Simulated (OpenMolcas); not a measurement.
# neutral tin: Slater's ratio, worked from levels

- Program: OpenMolcas
- Basis: ANO-R1 [6s5p3d1f]
- Scalar Hamiltonian: X2C, finite nucleus
- Active space: 2 electrons in 3 orbitals (5p)
- State averaging: 2S+1 = 3 even, 3 roots; 2S+1 = 1 even, 6 roots
- Spin-orbit coupling: state interaction with AMFI integrals over the reference wave functions, term energies averaged over their components

Methods: CASSCF; SS-CASPT2, IPEA 0.25 Eh, imaginary shift 0.1 Eh (closed shells correlated: 4d 5s). Measured levels: NIST Handbook of Basic Atomic Spectroscopic Data.

**Slater's ratio.** With one set of orbitals, p2 has ¹D - ³P = 6 F2 and ¹S - ¹D = 9 F2 (F2 = F²/25), a ratio of 3/2. Term energies are centres of gravity, weighted by 2J + 1.

| Source | ¹D - ³P | ¹S - ³P | F2 from the first | Ratio |
| --- | --- | --- | --- | --- |
| CASSCF | 8351 | 20269 | 1392 | 1.427 |
| SS-CASPT2 | 7953 | 18089 | 1326 | 1.274 |
| measured | 6145 | 14694 | 1024 | 1.391 |

Energies in cm-1. A ratio away from 3/2 shows effects beyond one configuration with one set of orbitals, and in heavier atoms second-order spin-orbit shifts.

Term energies are means over components that CASPT2 splits; among the terms shown or strongly mixed into the levels shown the widest spread is 87 cm-1 (5s² 5p² ¹D, SS-CASPT2). With the s shell closed, the reference lacks s² → p² mixing. Some terms miss by over 15 % even with CASPT2, which points to a basis or an active space too small for the shells correlated (holds for SS-CASPT2). Measured partners are found by configuration, term and J. A level has none where our copy of the source lacks it or the pairing is in doubt (some pairs that miss far off the trend of their configuration count as doubtful), and it then counts in no deviation. Levels of configurations outside the active space are missing.
